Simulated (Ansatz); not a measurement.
Computed with Ansatz on PBE0-D4/def2-TZVP structures; ΔE is electronic, products minus reactants. CCSD(T)/CBS adds triple-zeta CCSD(T) − MP2 to the extrapolated MP2 energy (def2 sets, frozen cores). DFT in def2-TZVPP. B3LYP here is the variant with VWN-RPA as its local correlation; programs differ in this. Elements past krypton have def2 core potentials. For Sn outer-core shells are correlated without core-valence functions, which leaves a few kJ/mol of doubt a bond. One conformer a species, not always the lowest.

trisilane + `[NH2][SnH]([OH])[F]` → `[NH2][SnH]([F])[O][SiH3]` + disilane  (cleavage of the Si–Si bond)

(1) Is it downhill or uphill in electronic energy at CCSD(T)/CBS, and by how much? (Estimate.)

(2) What do these levels give: PBE-D4, PBE0-D4, ωB97M-V, B2PLYP, PBE, r2SCAN, B3LYP, MP2/def2-TZVPP, CCSD(T)/def2-TZVPP, MP2/def2-QZVPP, SCS-MP2/def2-QZVPP, CCSD/CBS(def2)? (An estimate is asked.)

Largest T1 diagnostic among the species: 0.014.

Answers

(1) Computed: Downhill: ΔE = -95.4 kJ/mol.

(2) The calculation gave: PBE-D4 -66.2, PBE0-D4 -75.1, ωB97M-V -96.1, B2PLYP -98.4, PBE -66.3, r2SCAN -85.9, B3LYP -93.5, MP2/def2-TZVPP -101.2, CCSD(T)/def2-TZVPP -95.8, MP2/def2-QZVPP -102.0, SCS-MP2/def2-QZVPP -107.5, CCSD/CBS(def2) -99.0 kJ/mol.

From PBE to PBE0 (25 % exact exchange), in def2-TZVPP and without D4, ΔE moves by −8.9 kJ/mol. In def2-TZVPP, CCSD(T) changes the Hartree–Fock value by +27.1 kJ/mol (the triples alone add +3.6 kJ/mol) and MP2 by +21.6 kJ/mol.
